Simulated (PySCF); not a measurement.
CI₂, SMILES I[C]I (connectivity only; charge and spin as stated), neutral, multiplicity 1.

Geometry optimised at B3LYP-D3(BJ)/def2-TZVP. The def2 effective core potentials stand for the cores of I; spin–orbit coupling is left out.

Two levels are set side by side: TDA-PBE/def2-SVPD (PySCF) and TDA-LC-ωPBE/def2-SVPD (PySCF). Vertical, same geometry. The lowest singlet is HOMO→LUMO 98 % with PBE and HOMO→LUMO 96 % with the other functional; states are paired by order. Differences are taken from unrounded values.

| quantity | TDA-LC-ωPBE |
|---|---|
| lowest singlet excitation (eV) | 1.60 |
| lowest triplet excitation (TDA) (eV) | 0.23 |
| first bright state (f over 0.05) (eV) | 3.93 |
| its oscillator strength | 0.11 |

**Question.** What does TDA-PBE give, and how far is it from TDA-LC-ωPBE? (The exact figures need the calculation; the answer reports its results.)

**Answer.** 
```json
[
 {"quantity": "lowest singlet excitation (eV)", "TDA-PBE": "1.72", "TDA-PBE minus TDA-LC-ωPBE": "0.12"},
 {"quantity": "lowest triplet excitation (TDA) (eV)", "TDA-PBE": "0.75", "TDA-PBE minus TDA-LC-ωPBE": "0.51"},
 {"quantity": "first bright state (f over 0.05) (eV)", "TDA-PBE": "3.39", "TDA-PBE minus TDA-LC-ωPBE": "-0.54"},
 {"quantity": "its oscillator strength", "TDA-PBE": "0.05", "TDA-PBE minus TDA-LC-ωPBE": "-0.05"}
]
```

Rough cost on one machine, each run with all the roots and properties that it gave: TDA-LC-ωPBE against TDA-PBE within a factor of 2.
